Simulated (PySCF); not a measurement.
## LiTl, MP2: how much the basis matters

PySCF, RHF reference; singlet, unpaired electrons none; De to Li + Tl without counterpoise correction. Frozen cores follow the default of each basis and core potential.

```tsv
basis	relativity	functions	Re (Å)	ωe (cm⁻¹)	De (eV)	frozen orbitals
def2-SVP	scalar-relativistic core potentials	35	3.051	259	0.63	4
cc-pVDZ/cc-pVDZ-PP	scalar-relativistic core potentials	37	3.021	268	0.72	4
aug-cc-pVDZ/aug-cc-pVDZ-PP	scalar-relativistic core potentials	55	3.015	265	0.74	4
```

Problem. How does each smaller set differ from the one with most functions, aug-cc-pVDZ/aug-cc-pVDZ-PP?

Solution. def2-SVP: +3.6 pm, -2.3 % in ωe, -0.11 eV in De; cc-pVDZ/cc-pVDZ-PP: +0.6 pm, +1.1 % in ωe, -0.02 eV in De. All at MP2; the set with most functions is neither the basis-set limit nor always the best.

Correlated steps freeze 4 core orbitals. Correlated levels converge slowly with the basis: in double zeta they bind strong bonds too weakly, by up to about 1 eV, and carry superposition errors of some tenths. These are scalar-relativistic numbers at best; spin–orbit coupling would shift them, the dissociation energy most. Where the molecule has an RHF reference, its open-shell atoms are computed with UHF.
